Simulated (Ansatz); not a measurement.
`C[S][Cd][F]` → `[CH2]` (triplet) + `[F][Cd][SH]` at 700 K and 1 bar (formal loss of a carbene).

Calculated with Ansatz (gas phase, PBE0-D4/def2-TZVP geometries, no zero-point term in ΔE). CBS: MP2 limit from def2 TZ/QZ plus the TZ coupled-cluster correction, frozen cores. This one scheme is used for every species. Triplets are unrestricted, without spin–orbit coupling. def2 core potentials past Kr. For Cd outer-core shells are correlated without core-valence functions, which leaves a few kJ/mol of doubt a bond. Each species was taken in one conformer, which may not be the lowest.

| species | CCSD(T)/CBS energy (Eh) | H − E (kJ/mol) | S (J/(mol·K)) |
| --- | --- | --- | --- |
| `C[S][Cd][F]` | -705.17805 | 166.3 | 430.2 |
| `[CH2]` (triplet) | -39.09499 | 70.4 | 226.8 |
| `[F][Cd][SH]` | -665.92675 | 70.6 | 363.2 |

H − E and S are ideal-gas, rigid-rotor, harmonic terms from PBE0-D4/def2-TZVP, for one conformer and one mirror image of each species, with the whole ground term of open shells counted as degenerate. 1 Eh = 2625.50 kJ/mol, R = 8.31446 J/(mol·K).

Question: By hand: ΔE, ΔH, ΔS and ΔG.

Answer: ΔE = (-39.09499) + (-665.92675) − (-705.17805) = 0.15631 Eh = 410.4 kJ/mol. Δ(H − E) = 70.4 + 70.6 − 166.3 = -25.3, so ΔH = 385.1 kJ/mol. ΔS = 226.8 + 363.2 − 430.2 = 159.8 J/(mol·K). ΔG = 385.1 − 700 × (159.8)/1000 = 273.2 kJ/mol.

Question: By hand: the equilibrium constant, and the temperature at which ΔG would vanish if ΔH and ΔS stayed fixed.

Answer: log₁₀ K = −ΔG/(RT ln 10) = -20.4. ΔG = 0 at ΔH/ΔS = 2410 K.

The number of gas molecules changes by +1, which sets the sign of ΔS. A doubt of 5 kJ/mol in ΔE shifts log₁₀ K by 0.4 here. Other conformers and mirror images would add mixing entropy, several J/(mol·K) or more a flexible species. A triplet takes part, so the spin changes. These are equilibria of isolated gas molecules and say nothing of rates. Largest T1 diagnostic: 0.016 (customary marks: 0.02 for closed shells, 0.045 for open ones).
